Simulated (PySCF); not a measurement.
A structure optimised at PBE-D3(BJ)/def2-TZVPD, used in a PySCF frequency run:

```
C
O 1 1.2600
O 1 1.2600 2 130.53
H 1 1.1502 2 114.74 3 180.00
```
Charge -1, spin multiplicity 1.

Task: Write its SMILES, formula and point group.

Result: O=C[O-], CHO2, C2v

Task: What are its rotational constants (standard atomic weights)?

Result: 106.50, 12.060, 10.833 GHz
